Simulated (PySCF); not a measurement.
## A small calculation by hand: oscillator strength and radiative lifetime

Be(Cl)(SMe) (CH3BeClS), SMILES [S]([Be][Cl])C.

The structure is a stationary point at B3LYP-D3(BJ)/def2-SVP. Other conformers were not sampled.

TDDFT-ωB97X/def2-SVPD run with PySCF puts the first singlet state with f over 0.02 at 6.30 eV (vertical), with the transition dipole (0.000, 0.000, -0.509) in atomic units.

Find the oscillator strength, the wavelength and the radiative lifetime that this transition would have in vacuum if emission retraced absorption.


|μ|² = 0.2591 au, so |μ| = 1.29 D. ΔE = 6.30/27.211 = 0.2315 hartree. f = (2/3) ΔE |μ|² = 0.040 (the program prints 0.040).
λ = 1239.84/6.30 = 197 nm; ν = 50813 cm⁻¹.
Einstein's coefficient A = 0.6670 ν² f s⁻¹ (ν in cm⁻¹) = 6.9e7 s⁻¹, so τ = 1/A = 15 ns. This state is S2; the lower singlet has f = 0.000. The figure is the radiative limit of this one transition; relaxation, internal conversion, crossing to triplets and a medium change what is measured.
